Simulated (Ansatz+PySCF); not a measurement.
Values are calculated unless marked as measured or tabulated.
Several solutions for singlet Li₄F₄

```yaml
atoms:
  - { symbol: Li, position_ang: [-0.8556, -0.8556, -0.8556] }
  - { symbol: F, position_ang: [-0.9490, -0.9490, 0.9490] }
  - { symbol: F, position_ang: [-0.9490, 0.9490, -0.9490] }
  - { symbol: Li, position_ang: [-0.8556, 0.8556, 0.8556] }
  - { symbol: F, position_ang: [0.9490, -0.9490, -0.9490] }
  - { symbol: Li, position_ang: [0.8556, -0.8556, 0.8556] }
  - { symbol: Li, position_ang: [0.8556, 0.8556, -0.8556] }
  - { symbol: F, position_ang: [0.9490, 0.9490, 0.9490] }
```

Basis set: def2-SVP (spherical functions). Charge 0, multiplicity 1.

CASSCF(2,2) was run from several starts with Ansatz (development build ahead of 0.2.0) and PySCF 2.14.0. The starts are those of the Hartree–Fock orbitals from which the active space was taken at the frontier.

```tsv
run	program	start	converged	energy (hartree)	<S²>
A	Ansatz	atomic start, no search	yes	-427.74786	0.00
B	Ansatz	stability test followed	yes	-427.74786	0.00
C	Ansatz	search for the lowest state	yes	-427.74786	0.00
D	PySCF	program defaults	yes	-427.73378	0.00
```

Problem. Which runs reached the lowest solution of this kind, and what is wrong with the others?

Solution. A, B, C reached the lowest solution found. Converged but too high: D by 0.38 eV. Convergence only shows a stationary point; in CASSCF the end hangs on which orbitals enter the active space. Caution: other starts end on other solutions of this active space.
